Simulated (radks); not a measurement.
Trend from Rb+ to Xe+: ionisation energy by Delta-SCF between NIST ground configurations, and size. Calculated with a radial shooting solver on a logarithmic mesh with Libxc functionals: Dirac Kohn-Sham, PBEsol, spin-unpolarised, spherical densities, finite nucleus; open shells fill j = l - 1/2 first; Fermi nuclear charge, rms radius of each element as measured or else 0.836 A^(1/3) + 0.57 fm.

species      configuration  IE (eV)  NIST (eV)       kind  outermost  <r> outermost (bohr)
Rb+                   [Kr]   27.281     27.290       exp.      4p3/2                  1.73
Sr+               [Kr] 5s1   10.894     11.030       exp.      5s1/2                  3.89
Zr+           [Kr] 4d2 5s1   12.891     13.130       exp.      5s1/2                  3.41
Nb+               [Kr] 4d4   14.068     14.320  semi-emp.      4d3/2                  2.05
Mo+               [Kr] 4d5   15.283       16.2  semi-emp.      4d5/2                  1.90
Tc+           [Kr] 4d5 5s1   14.814     15.260  semi-emp.      5s1/2                  3.02
Ru+               [Kr] 4d7   17.986       16.8  semi-emp.      4d5/2                  1.65
Rh+               [Kr] 4d8   19.296     18.080  semi-emp.      4d5/2                  1.55
Pd+               [Kr] 4d9   20.588       19.4  semi-emp.      4d5/2                  1.47
Ag+              [Kr] 4d10   21.868     21.484       exp.      4d5/2                  1.40
Cd+          [Kr] 4d10 5s1   17.097     16.908       exp.      5s1/2                  2.63
In+          [Kr] 4d10 5s2   19.278     18.870       exp.      5s1/2                  2.47
Sn+      [Kr] 4d10 5s2 5p1   14.378     14.633       exp.      5p1/2                  2.82
Sb+      [Kr] 4d10 5s2 5p2   16.434      16.63       exp.      5p1/2                  2.60
Te+      [Kr] 4d10 5s2 5p3   17.488       18.6       exp.      5p3/2                  2.51
I+       [Kr] 4d10 5s2 5p4   19.379     19.131       exp.      5p3/2                  2.35
Xe+      [Kr] 4d10 5s2 5p5   21.246     20.975  semi-emp.      5p3/2                  2.22

Reference values: NIST Atomic Spectra Database (exp. = measured, semi-emp. = semi-empirical, theory = theoretical value adopted there). Spin polarisation and multiplet splitting are left out, so open shells lie too high by an amount that depends on their filling.

Beside tabulated values, note that spin-unpolarised runs miss the spin-polarisation part of the exchange energy of open shells.
